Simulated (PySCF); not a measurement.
C2H8SiTe, SMILES CC[Te][SiH3].

Geometry: B3LYP-D3(BJ)/def2-SVP. This is a generated structure with no PubChem entry under its InChIKey; it may be hypothetical. The def2 effective core potentials stand for the cores of Te; spin–orbit coupling is left out. Other conformers were not sampled.

Computed with B3LYP-D3(BJ)/def2-SVP run with PySCF.

Frequencies are harmonic and unscaled.

```json
[
 {"mode": "1", "ν (cm⁻¹)": "45", "IR (km/mol)": "0.1", "Raman (Å⁴/amu)": "1.3", "depolarisation": "0.70", "moving atoms (share of kinetic energy)": "H 48 %, C 32 %, Si 16 %"},
 {"mode": "2", "ν (cm⁻¹)": "87", "IR (km/mol)": "0.1", "Raman (Å⁴/amu)": "0.2", "depolarisation": "0.59", "moving atoms (share of kinetic energy)": "H 86 %, C 11 %"},
 {"mode": "3", "ν (cm⁻¹)": "120", "IR (km/mol)": "0.3", "Raman (Å⁴/amu)": "3.0", "depolarisation": "0.66", "moving atoms (share of kinetic energy)": "H 39 %, C 28 %, Si 25 %, Te 8 %"},
 {"mode": "4", "ν (cm⁻¹)": "251", "IR (km/mol)": "0.1", "Raman (Å⁴/amu)": "2.0", "depolarisation": "0.34", "moving atoms (share of kinetic energy)": "H 55 %, C 39 %"},
 {"mode": "5", "ν (cm⁻¹)": "260", "IR (km/mol)": "0.1", "Raman (Å⁴/amu)": "1.6", "depolarisation": "0.56", "moving atoms (share of kinetic energy)": "H 60 %, C 33 %"},
 {"mode": "6", "ν (cm⁻¹)": "332", "IR (km/mol)": "5.5", "Raman (Å⁴/amu)": "17.8", "depolarisation": "0.22", "moving atoms (share of kinetic energy)": "Si 73 %, Te 19 %"},
 {"mode": "7", "ν (cm⁻¹)": "484", "IR (km/mol)": "1.2", "Raman (Å⁴/amu)": "29.1", "depolarisation": "0.23", "moving atoms (share of kinetic energy)": "C 70 %, H 22 %, Te 8 %"},
 {"mode": "8", "ν (cm⁻¹)": "551", "IR (km/mol)": "11.1", "Raman (Å⁴/amu)": "13.1", "depolarisation": "0.75", "moving atoms (share of kinetic energy)": "H 88 %, Si 10 %"},
 {"mode": "9", "ν (cm⁻¹)": "554", "IR (km/mol)": "5.9", "Raman (Å⁴/amu)": "16.0", "depolarisation": "0.73", "moving atoms (share of kinetic energy)": "H 92 %"},
 {"mode": "10", "ν (cm⁻¹)": "723", "IR (km/mol)": "9.2", "Raman (Å⁴/amu)": "1.0", "depolarisation": "0.74", "moving atoms (share of kinetic energy)": "H 85 %, C 14 %"},
 {"mode": "11", "ν (cm⁻¹)": "891", "IR (km/mol)": "370.1", "Raman (Å⁴/amu)": "11.2", "depolarisation": "0.50", "moving atoms (share of kinetic energy)": "H 92 %"},
 {"mode": "12", "ν (cm⁻¹)": "931", "IR (km/mol)": "64.5", "Raman (Å⁴/amu)": "25.2", "depolarisation": "0.73", "moving atoms (share of kinetic energy)": "H 97 %"},
 {"mode": "13", "ν (cm⁻¹)": "960", "IR (km/mol)": "44.2", "Raman (Å⁴/amu)": "18.9", "depolarisation": "0.74", "moving atoms (share of kinetic energy)": "H 96 %"},
 {"mode": "14", "ν (cm⁻¹)": "969", "IR (km/mol)": "3.8", "Raman (Å⁴/amu)": "3.9", "depolarisation": "0.72", "moving atoms (share of kinetic energy)": "H 73 %, C 27 %"},
 {"mode": "15", "ν (cm⁻¹)": "977", "IR (km/mol)": "9.6", "Raman (Å⁴/amu)": "8.4", "depolarisation": "0.73", "moving atoms (share of kinetic energy)": "H 86 %, C 13 %"},
 {"mode": "16", "ν (cm⁻¹)": "1061", "IR (km/mol)": "0.2", "Raman (Å⁴/amu)": "5.1", "depolarisation": "0.73", "moving atoms (share of kinetic energy)": "C 66 %, H 34 %"},
 {"mode": "17", "ν (cm⁻¹)": "1214", "IR (km/mol)": "60.3", "Raman (Å⁴/amu)": "16.8", "depolarisation": "0.27", "moving atoms (share of kinetic energy)": "H 75 %, C 25 %"},
 {"mode": "18", "ν (cm⁻¹)": "1246", "IR (km/mol)": "0.4", "Raman (Å⁴/amu)": "2.3", "depolarisation": "0.75", "moving atoms (share of kinetic energy)": "H 77 %, C 23 %"},
 {"mode": "19", "ν (cm⁻¹)": "1397", "IR (km/mol)": "3.0", "Raman (Å⁴/amu)": "8.9", "depolarisation": "0.63", "moving atoms (share of kinetic energy)": "H 81 %, C 19 %"},
 {"mode": "20", "ν (cm⁻¹)": "1451", "IR (km/mol)": "1.7", "Raman (Å⁴/amu)": "11.1", "depolarisation": "0.75", "moving atoms (share of kinetic energy)": "H 89 %, C 11 %"},
 {"mode": "21", "ν (cm⁻¹)": "1465", "IR (km/mol)": "9.1", "Raman (Å⁴/amu)": "18.5", "depolarisation": "0.75", "moving atoms (share of kinetic energy)": "H 97 %"},
 {"mode": "22", "ν (cm⁻¹)": "1471", "IR (km/mol)": "1.3", "Raman (Å⁴/amu)": "10.5", "depolarisation": "0.72", "moving atoms (share of kinetic energy)": "H 96 %"},
 {"mode": "23", "ν (cm⁻¹)": "2206", "IR (km/mol)": "86.4", "Raman (Å⁴/amu)": "235.1", "depolarisation": "0.02", "moving atoms (share of kinetic energy)": "H 99 %"},
 {"mode": "24", "ν (cm⁻¹)": "2213", "IR (km/mol)": "100.1", "Raman (Å⁴/amu)": "106.1", "depolarisation": "0.65", "moving atoms (share of kinetic energy)": "H 96 %"},
 {"mode": "25", "ν (cm⁻¹)": "2232", "IR (km/mol)": "90.5", "Raman (Å⁴/amu)": "148.9", "depolarisation": "0.52", "moving atoms (share of kinetic energy)": "H 96 %"},
 {"mode": "26", "ν (cm⁻¹)": "3020", "IR (km/mol)": "28.3", "Raman (Å⁴/amu)": "233.9", "depolarisation": "0.14", "moving atoms (share of kinetic energy)": "H 97 %"},
 {"mode": "27", "ν (cm⁻¹)": "3075", "IR (km/mol)": "5.9", "Raman (Å⁴/amu)": "118.0", "depolarisation": "0.16", "moving atoms (share of kinetic energy)": "H 94 %"},
 {"mode": "28", "ν (cm⁻¹)": "3098", "IR (km/mol)": "19.1", "Raman (Å⁴/amu)": "111.5", "depolarisation": "0.56", "moving atoms (share of kinetic energy)": "H 91 %, C 9 %"},
 {"mode": "29", "ν (cm⁻¹)": "3118", "IR (km/mol)": "5.4", "Raman (Å⁴/amu)": "82.2", "depolarisation": "0.75", "moving atoms (share of kinetic energy)": "H 90 %, C 10 %"},
 {"mode": "30", "ν (cm⁻¹)": "3144", "IR (km/mol)": "8.4", "Raman (Å⁴/amu)": "33.4", "depolarisation": "0.74", "moving atoms (share of kinetic energy)": "H 90 %, C 10 %"}
]
```
